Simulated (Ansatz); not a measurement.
[Cu(NH3)2]+ (CuN2H6⁺). Charge 1, multiplicity 1. Geometry PBE0-D4/def2-TZVP.

```xyz
9

Cu    0.0000    0.0000    0.0000
N    -0.5640    0.1321   -1.8344
H     0.0535    0.7243   -2.3851
H    -1.4982    0.5253   -1.9224
H    -0.5856   -0.7741   -2.2965
N     0.5640   -0.1321    1.8344
H     1.4725   -0.5808    1.9263
H    -0.0861   -0.6744    2.3987
H     0.6440    0.7796    2.2790
```

The 6-31G sets use Cartesian d functions. B3LYP takes the VWN-RPA correlation.

(1) Estimate the orbital energies around the gap (eV) in Ansatz with HF/6-31G, PBE-D4/def2-SVP, B3LYP-D4/6-31G, B3LYP-D4/def2-TZVP, r2SCAN0-D4/def2-TZVP.

## Answers

(1) 
| orbital | HF/6-31G | PBE-D4/def2-SVP | B3LYP-D4/6-31G | B3LYP-D4/def2-TZVP | r2SCAN0-D4/def2-TZVP |
| --- | --- | --- | --- | --- | --- |
| HOMO−13 | -94.57 | -76.36 | -79.16 | -80.74 | -83.31 |
| HOMO−12 | -37.55 | -27.30 | -29.92 | -29.76 | -31.05 |
| HOMO−11 | -37.47 | -27.22 | -29.84 | -29.68 | -30.97 |
| HOMO−10 | -23.33 | -17.47 | -19.00 | -18.96 | -19.49 |
| HOMO−9 | -23.33 | -17.47 | -19.00 | -18.96 | -19.49 |
| HOMO−8 | -23.21 | -17.43 | -18.96 | -18.90 | -19.43 |
| HOMO−7 | -23.21 | -17.43 | -18.96 | -18.90 | -19.43 |
| HOMO−6 | -20.32 | -15.06 | -16.17 | -16.55 | -17.01 |
| HOMO−5 | -18.81 | -13.67 | -14.84 | -15.01 | -15.46 |
| HOMO−4 | -17.20 | -10.26 | -10.73 | -12.52 | -12.91 |
| HOMO−3 | -17.20 | -10.26 | -10.73 | -12.52 | -12.91 |
| HOMO−2 | -17.11 | -10.08 | -10.29 | -12.49 | -12.89 |
| HOMO−1 | -17.11 | -10.08 | -10.29 | -12.49 | -12.89 |
| HOMO | -14.14 | -9.99 | -10.25 | -11.65 | -11.88 |
| LUMO | -1.44 | -5.48 | -4.56 | -5.18 | -4.49 |
| LUMO+1 | -1.41 | -3.87 | -3.86 | -3.85 | -2.83 |
| LUMO+2 | -1.41 | -2.82 | -3.86 | -2.50 | -1.82 |
| LUMO+3 | -0.79 | -2.82 | -3.81 | -2.50 | -1.82 |
| LUMO+4 | 3.26 | -2.35 | -1.07 | -1.95 | -1.01 |
| LUMO+5 | 3.30 | -1.93 | -1.07 | -1.83 | -0.76 |
